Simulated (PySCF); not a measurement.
Frontier orbitals and the lowest excitations

Species: C₄H₆FNSi.
Geometry (GFN2-xTB, Å), atoms numbered from 1 in this order:
```
atom  x, y, z in Å
N1     1.3189    2.6276   -0.0959
C2     1.1456    1.5025    0.0339
C3     0.8897    0.1243    0.2276
C4     1.7895   -0.7969   -0.1202
F5     2.9683   -0.4923   -0.6766
C6    -0.4425   -0.2206    0.8004
Si7   -1.8215   -0.0458   -0.5254
H8     1.6568   -1.8617    0.0084
H9    -0.4199   -1.2391    1.1870
H10   -0.6632    0.4488    1.6324
H11   -3.0834   -0.3834    0.1305
H12   -1.8278    1.3273   -1.0195
H13   -1.5148   -0.9901   -1.6004
```

Computed, not measured: TDDFT CAM-B3LYP/def2-SVPD, vertical, gas phase, core orbitals frozen in the response in PySCF 2.14.0, density-fitted response routines.

Kohn–Sham orbitals with the atoms that hold most of them (Löwdin shares over 4%, at most four atoms; ? is withheld):

| orbital | ε (eV) | atoms |
| --- | --- | --- |
| HOMO-3 | -11.59 | Si7 35%, H12 30%, C6 12%, H11 9% |
| HOMO-2 | -11.39 | N1 27%, C2 22%, Si7 17%, H13 14% |
| HOMO-1 | -11.24 | ? |
| HOMO | -9.04 | ? |
| LUMO | -0.41 | C4 29%, C3 21%, N1 16%, C2 12% |
| LUMO+1 | 0.81 | Si7 28%, C6 13%, H9 10%, C4 9% |
| LUMO+2 | 1.25 | Si7 45%, H12 10%, H13 10%, H11 10% |

Which atoms hold the HOMO-1, and with what shares?

N1 (bonded to C) 32%; C2 (bonded to C and N) 24%; C6 (bonded to C, Si and 2 H) 16%; Si7 (bonded to C and 3 H) 11%. By element: carbon 40% or more, nitrogen 32%, silicon 11%.

Which atoms hold the HOMO, and with what shares?

C4 (bonded to C, F and H) 24%; C3 (bonded to 3 C) 23%; F5 (bonded to C) 11%; C6 (bonded to C, Si and 2 H) 11%. By element: carbon 58% or more, fluorine 11%.

How does S1 compare with the orbital gap of 8.62 eV?

S1 is at 5.97 eV (f = 0.290), 2.65 eV below the gap, made of HOMO→LUMO (95%). 

Give energy, strength and leading configuration of S1 and S4, and follow the Löwdin shares of the leading atoms from the occupied to the empty orbital.

- S1 (5.97 eV, f 0.290), HOMO→LUMO (95%): C4 24% → 29%, C3 23% → 21%
- S4 (7.00 eV, f 0.0033), HOMO→LUMO+1 (89%): C4 24% → 9%, C3 23% → at most 9%, Si7 at most 11% → 28%, C6 11% → 13%

One conformer stands for the species.
